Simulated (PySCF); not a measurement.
Trend along group 15: MS anions

PBE0 with double-zeta basis sets in PySCF, for the lowest determinant that a PBE0 search found; no spin–orbit coupling. De refers to high-spin ground-configuration atoms (the charge goes to the atom of lower measured ionisation energy or higher electron affinity, which is not always the lowest computed limit). A positive dipole points towards S; it is taken about the centre of mass and depends on that origin.

```json
{"M": "N", "basis": "aug-cc-pV(D+d)Z/aug-cc-pVDZ", "charged atom": "S−", "state (unpaired electrons)": "triplet (π ↑↑)", "Re (Å)": "1.594", "ωe (cm⁻¹)": "956", "De (eV)": "4.09", "μ (D)": "1.18"}
{"M": "P", "basis": "def2-SVPD", "charged atom": "S−", "state (unpaired electrons)": "triplet (π ↑↑)", "Re (Å)": "2.023", "ωe (cm⁻¹)": "612", "De (eV)": "3.84", "μ (D)": "-0.40"}
{"M": "Sb", "basis": "def2-SVPD", "charged atom": "S−", "state (unpaired electrons)": "triplet (π ↑↑)", "Re (Å)": "2.341", "ωe (cm⁻¹)": "413", "De (eV)": "3.16", "μ (D)": "-4.17"}
{"M": "Bi", "basis": "aug-cc-pVDZ-PP/aug-cc-pV(D+d)Z", "charged atom": "S−", "state (unpaired electrons)": "triplet (π ↑↑)", "Re (Å)": "2.419", "ωe (cm⁻¹)": "376", "De (eV)": "2.92", "μ (D)": "-5.36"}
```

Problem. By what factor does the bond length vary along the series?

Solution. At PBE0 it runs from 1.594 Å (SN⁻) to 2.419 Å (BiS⁻), a factor of 1.52.

The rows differ in basis set, which adds steps of its own.

Down a group the atoms grow and get heavier, so bonds lengthen and wavenumbers fall; this series shows no clear exception.

These are scalar-relativistic numbers at best; spin–orbit coupling would shift them, the dissociation energy most. For an ion De counts to the pair picked by the measured ionisation energies or electron affinities, which need not be the lowest pair at this level. The highest Kohn–Sham level is positive in some of these anions. Much of that is self-interaction error, but it also means that the finite basis helps to hold the extra electron. States were picked by a PBE0 search and need not be the measured ground states.
